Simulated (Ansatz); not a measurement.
Geometry optimisation, RKS r2SCAN-D4/def2-SVP (Ansatz).

Input file:

```yaml
crystal:
  periodic: [false, false, false]
  atoms:
    - { symbol: C, position_ang: [0.067, 0.5737, 1.3501] }
    - { symbol: C, position_ang: [-0.4925, 0.0299, 0.2428] }
    - { symbol: C, position_ang: [0.285, -0.4393, -0.9368] }
    - { symbol: Cl, position_ang: [0.1289, -2.1587, -1.1947] }
    - { symbol: Br, position_ang: [-0.2445, 0.5497, -2.5112] }
    - { symbol: H, position_ang: [-0.6325, 0.9481, 2.1485] }
    - { symbol: H, position_ang: [1.1098, 0.8014, 1.4591] }
    - { symbol: H, position_ang: [-1.5265, -0.107, 0.1851] }
    - { symbol: H, position_ang: [0.61184, -0.32109, 1.04909] }
basis:
  gaussian: { orbitals: def2-SVP }
hamiltonian:
  xc: r2scan
  dispersion: d4
relax:
  f_tol: 0.02
  max_steps: 50
output:
  orbitals: {}
```

Launched with:

```bash
$ ansatz run input.yaml --threads 2 --pin off --max-ram 3072MiB --backend cpu --events-out ev --progress --plain --runs-dir out
```

Where does it end, and by what steps?

The run converged. After 17 steps the energy has fallen by 5.876 eV; H8 moved furthest, 1.51 Å.

| step | energy less start (eV) | largest force component (eV/Å) | accepted |
| --- | --- | --- | --- |
| 0 | 0.0000 | 4.140 | yes |
| 1 | -1.2086 | 2.354 | yes |
| 2 | -1.7891 | 2.226 | yes |
| 3 | -2.4657 | 2.456 | yes |
| 4 | -3.4972 | 2.640 | yes |
| 5 | -4.4822 | 2.458 | yes |
| 6 | -5.1093 | 2.385 | yes |
| 7 | -5.5217 | 1.774 | yes |
| 8 | -5.7986 | 0.976 | yes |
| 9 | -5.7562 | 2.017 | no |
| 10 | -5.8643 | 0.199 | yes |
| 11 | -5.8682 | 0.345 | yes |
| 12 | -5.8753 | 0.087 | yes |
| 13 | -5.8758 | 0.044 | yes |
| 14 | -5.8761 | 0.027 | yes |
| 15 | -5.8763 | 0.050 | yes |
| 16 | -5.8764 | 0.030 | yes |
| 17 | -5.8765 | 0.002 | yes |

```xyz
9
Properties=species:S:1:pos:R:3
C 0.150 0.201 1.392
C -0.379 0.376 0.009
C -0.175 -0.452 -1.027
Cl 0.765 -1.905 -0.929
Br -0.907 -0.112 -2.741
H -0.678 0.166 2.120
H 0.781 1.060 1.675
H -0.994 1.258 -0.198
H 0.743 -0.717 1.491
```

Run time: 27 s on 2 threads of AMD EPYC 9R45 96-Core Processor (Zen 5), on a shared host, peak memory 0.27 GiB.
